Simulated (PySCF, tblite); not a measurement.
Compound: C3H2BF3O.
Structure used (GFN2-xTB), in Å, numbered top down from 1:
```xyz
10
C3H2BF3O angstrom
C      2.3181   -0.3080   -0.1661
C      1.3658    0.4087    0.0108
B      0.1374    1.2597    0.2228
O     -1.1275    0.7387    0.1844
C     -1.4094   -0.5273   -0.0336
F     -2.7299   -0.7139   -0.0249
F     -0.9038   -1.3587    0.8910
F     -0.9719   -0.9824   -1.2179
H      3.1602   -0.9200   -0.3194
H      0.1699    2.4080    0.4303
```

Jobs on this species (10 atoms, 60 electrons) with PySCF (density fitting) and tblite. Hardware of each: one thread, Arm Neoverse N1 (aarch64), on a shared host. The host was shared with other jobs, so the times are rough.

**Question.** Rank these jobs by wall time, shortest first.
A. delta-SCF UKS SCAN, pcX-2 on the ionised atom, pcseg-1 elsewhere, spin-free X2C; ΔSCF core ionisation, 6 holes; 153 basis functions
B. GFN2-xTB; L-BFGS relaxation
C. PBE0/pcSseg-1; shieldings, charges and field gradients; 146 basis functions
D. CAM-B3LYP/def2-SVPD; 8 singlets by full TDDFT, 3 Tamm–Dancoff triplets, polarisability, density and orbital grids written; 188 basis functions

**Answer.** B (0.59 s), C (27 s), D (66 s), A (1.8 min).

All jobs:

```json
{"level and settings": "GFN2-xTB", "work": "L-BFGS relaxation", "basis functions": "–", "SCF cycles": "–", "wall time": "0.59 s"}
{"level and settings": "PBE0/pcSseg-1", "work": "shieldings, charges and field gradients", "basis functions": "146", "SCF cycles": "14", "wall time": "27 s"}
{"level and settings": "CAM-B3LYP/def2-SVPD", "work": "8 singlets by full TDDFT, 3 Tamm–Dancoff triplets, polarisability, density and orbital grids written", "basis functions": "188", "SCF cycles": "14", "wall time": "66 s"}
{"level and settings": "B3LYP/pcJ-1", "work": "spin–spin couplings from 9 perturbed nuclei, spin–dipole term for 4 of them", "basis functions": "236", "SCF cycles": "14", "wall time": "80 s"}
{"level and settings": "delta-SCF UKS SCAN, pcX-2 on the ionised atom, pcseg-1 elsewhere, spin-free X2C", "work": "ΔSCF core ionisation, 6 holes", "basis functions": "153", "SCF cycles": "118", "wall time": "1.8 min"}
```

**Question.** What do all jobs in the table cost together?

**Answer.** About 4.7 min; the longest takes about 38 % of that, and about 180 times as long as the shortest.
